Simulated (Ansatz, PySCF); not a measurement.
This PySCF input computes a BLYP/def2-TZVPD energy:

```python
from pyscf import gto, scf, dft

mol = gto.M(
    atom='''
    I    -1.85979164    0.09530544    0.01461599
    C    -0.00420179   -1.24815986    0.21982951
    I     1.86058508    0.07601455   -0.02380418
    H    -0.01684171   -1.59100025   -0.83200298
    ''',
    basis='def2-tzvpd',
    ecp='def2-tzvp',
    charge=-1,
    spin=0,
    verbose=4,
)

mf = dft.RKS(mol, xc='blyp').density_fit(auxbasis='def2-universal-jkfit')
mf.grids.level = 3
mf.conv_tol = 1e-9
mf.max_cycle = 100
mf.max_memory = 1500
mf.kernel()
if not mf.converged:
    mf = mf.newton()
    mf.kernel(mf.make_rdm1())
mf.analyze()
```

Write an input for the same energy in Ansatz (a program for electronic structure) and say what it gives.


Ansatz 0.2 input:
```yaml
crystal:
  periodic: [false, false, false]
  atoms:
    - {symbol: I, position_ang: [-1.85979164, 0.09530544, 0.01461599]}
    - {symbol: C, position_ang: [-0.00420179, -1.24815986, 0.21982951]}
    - {symbol: I, position_ang: [1.86058508, 0.07601455, -0.02380418]}
    - {symbol: H, position_ang: [-0.01684171, -1.59100025, -0.83200298]}
basis:
  gaussian:
    orbitals: def2-TZVPD
hamiltonian:
  xc: {name: BLYP}
total_charge: -1
output: {forces: true}
```
It gives -634.01964 Eh, and PySCF -634.01969 Eh, a difference of 0.05 mEh, from the treatment of integrals and grids.

It need not be the lowest isomer of its formula. Whether it binds its extra electron was not tested at this geometry.
